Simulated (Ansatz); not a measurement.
Calculated with Ansatz (gas phase, PBE0-D4/def2-TZVP geometries, no zero-point term in ΔE). CBS: MP2 limit from def2 TZ/QZ plus the TZ coupled-cluster correction, frozen cores. This one scheme is used for every species, atoms too. Functionals use def2-TZVPP. B3LYP here is the variant with VWN-RPA as its local correlation; programs differ in this. HSE06 is defined as in plane-wave codes. No spin–orbit coupling; open shells (•) take unrestricted orbitals. Spin–orbit coupling would lower the free atoms: a little for Al, C, S. Each species was taken in one conformer, which may not be the lowest.

Reaction (atomization): `NC[S][AlH2]` → Al• + C• + 6 H• + N• + S•

`NC[S][AlH2]`:

Cartesian coordinates in Å:
```
N 0.080 1.422 -1.196
C 0.410 0.898 0.103
S -1.101 0.284 0.940
Al -0.756 -1.857 0.922
H -0.172 0.681 -1.837
H 0.863 1.930 -1.588
H 0.786 1.713 0.724
H 1.155 0.093 0.113
H -1.842 -2.793 1.585
H 0.577 -2.372 0.234
```

| level | ΔE (kcal/mol) | difference from CCSD(T)/CBS |
| --- | --- | --- |
| LDA (SPW92) | 876.3 | 107.0 |
| PBE-D4 | 779.8 | 10.5 |
| revPBE-D4 | 763.0 | -6.3 |
| BLYP-D4 | 766.6 | -2.7 |
| r2SCAN-D4 | 768.2 | -1.1 |
| B97M-V | 776.7 | 7.4 |
| PBE0-D4 | 767.2 | -2.1 |
| B3LYP-D4 | 768.7 | -0.6 |
| r2SCANh-D4 | 763.7 | -5.6 |
| r2SCAN0-D4 | 757.2 | -12.1 |
| HSE06-D4 | 767.8 | -1.5 |
| BHLYP-D4 | 747.7 | -21.6 |
| CAM-B3LYP-D4 | 770.5 | 1.2 |
| B2PLYP | 757.8 | -11.5 |
| PBE-QIDH | 759.8 | -9.5 |
| PBE | 775.0 | 5.7 |
| revPBE | 748.7 | -20.6 |
| BLYP | 756.2 | -13.1 |
| r2SCAN | 767.1 | -2.2 |
| PBE0 | 763.2 | -6.1 |
| r2SCANh | 762.5 | -6.8 |
| r2SCAN0 | 755.9 | -13.4 |
| HSE06 | 764.0 | -5.3 |
| BHLYP | 741.7 | -27.6 |
| LC-ωPBE | 762.1 | -7.2 |
| HF/def2-SVP | 543.1 | -226.2 |
| MP2/def2-SVP | 718.5 | -50.8 |
| CCSD/def2-SVP | 708.8 | -60.5 |
| CCSD(T)/def2-SVP | 716.7 | -52.6 |
| HF/def2-TZVPP | 541.9 | -227.4 |
| MP2/def2-TZVPP | 751.6 | -17.7 |
| SCS-MP2/def2-TZVPP | 754.1 | -15.2 |
| CCSD/def2-TZVPP | 733.8 | -35.5 |
| CCSD(T)/def2-TZVPP | 745.4 | -23.9 |
| HF/def2-QZVPP | 543.2 | -226.1 |
| MP2/def2-QZVPP | 765.7 | -3.6 |
| SCS-MP2/def2-QZVPP | 770.1 | 0.8 |
| HF/CBS(def2) | 543.4 | -225.9 |
| MP2/CBS(def2) | 775.5 | 6.2 |
| CCSD/CBS(def2) | 757.7 | -11.6 |
| CCSD(T)/CBS | 769.3 | 0 |

Largest T1 diagnostic among the species: 0.018.

At CCSD(T), def2-SVP lies −52.6 kcal/mol from the extrapolated value and def2-TZVPP −23.9 kcal/mol: correlation converges slowly with the basis, and small sets miss more of it in the bonded molecule than in its fragments. In def2-TZVPP, CCSD(T) changes the Hartree–Fock value by +203.5 kcal/mol (the triples alone add +11.6 kcal/mol) and MP2 by +209.6 kcal/mol; breaking electron pairs costs correlation energy, which Hartree–Fock lacks.

For atomizations the MP2-based limit and the directly extrapolated one differ by several kJ/mol either way, and by 10 to 25 for some Ge, Se and Sn compounds, so smaller differences from it don't rank the levels.
